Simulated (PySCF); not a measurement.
How do the members of this family differ from one of them?

PySCF, PBE0/def2-SVPD, density fitting, gas phase; each molecule at its own PBE0-D3(BJ)/def2-SVP geometry, one conformer. Singlet excitations by full TDDFT with frozen cores, triplets by Tamm–Dancoff TDDFT and ionisation energies by ΔSCF, from the lowest of the holes tried. 

Torsions of the conformers computed, which needn't be the lowest (atom-mapped SMILES):
- `[BH3-:1][N+:2]#[C:3][CH2:4][O:5][C:6]([F:7])([F:8])[F:9]`: C3–C4–O5–C6 -174°, C4–O5–C6–F7 -178°
- `[BH3-:1][N+:2]#[C:3][CH2:4][CH:5]([F:6])[F:7]`: C3–C4–C5–F6 180°
- `[BH3-:1][N+:2]#[C:3][CH2:4][CH2:5][C:6]([F:7])([F:8])[F:9]`: C3–C4–C5–C6 178°, C4–C5–C6–F7 59°
- `[BH3-:1][N+:2]#[C:3][CH2:4][CH:5]=[CH2:6]`: C3–C4–C5–C6 121°
- `[BH3-:1][N+:2]#[C:3][CH2:4][B:5]([F:6])[F:7]`: C3–C4–B5–F6 166°
- `[BH3-:1][N+:2]#[C:3][CH2:4][C:5](=[O:6])[C:7]([F:8])([F:9])[F:10]`: C3–C4–C5–O6 -1°, C4–C5–C7–F8 -178°

Reference: `[BH3-][N+]#CCC`, with HOMO energy -7.57 eV, LUMO energy -0.59 eV, lowest singlet excitation 5.62 eV, lowest triplet excitation 5.04 eV, mean polarisability 67.6 au, dipole moment 7.52 D and vertical ionisation energy 9.86 eV.

Changes against it:

| molecule | Δ HOMO energy (eV) | Δ LUMO energy (eV) | Δ lowest singlet excitation (eV) | Δ lowest triplet excitation (eV) | Δ mean polarisability (au) | Δ dipole moment (D) | Δ vertical ionisation energy (eV) |
| --- | --- | --- | --- | --- | --- | --- | --- |
| [BH3-][N+]#CCCC(F)(F)F | -0.26 | -0.26 | -0.09 | -0.10 | +14.0 | -2.42 | +0.25 |
| [BH3-][N+]#CCC=C | -0.03 | -0.54 | -0.23 | -0.71 | +12.5 | -0.06 | +1.11 |
| [BH3-][N+]#CCB(F)F | -0.15 | -0.54 | -0.10 | -0.08 | -0.5 | -0.79 | +0.15 |
| [BH3-][N+]#CCC(=O)C(F)(F)F | -0.35 | -2.25 | -1.42 | -1.35 | +16.0 | -1.02 | +0.27 |

Rows whose labels were lost:

```tsv
row	Δ HOMO energy (eV)	Δ LUMO energy (eV)	Δ lowest singlet excitation (eV)	Δ lowest triplet excitation (eV)	Δ mean polarisability (au)	Δ dipole moment (D)	Δ vertical ionisation energy (eV)
P	-0.47	-1.03	-0.59	-0.49	+7.8	-2.13	+0.47
Q	-0.31	-0.46	-0.22	-0.20	+1.7	-1.69	+0.32
```

Question: Which row belongs to which of `[BH3-][N+]#CCOC(F)(F)F` and `[BH3-][N+]#CCC(F)F`?

Answer: P = `[BH3-][N+]#CCOC(F)(F)F` and Q = `[BH3-][N+]#CCC(F)F`. P and Q are told apart most clearly by the mean polarisability (+7.8 against +1.7 au).
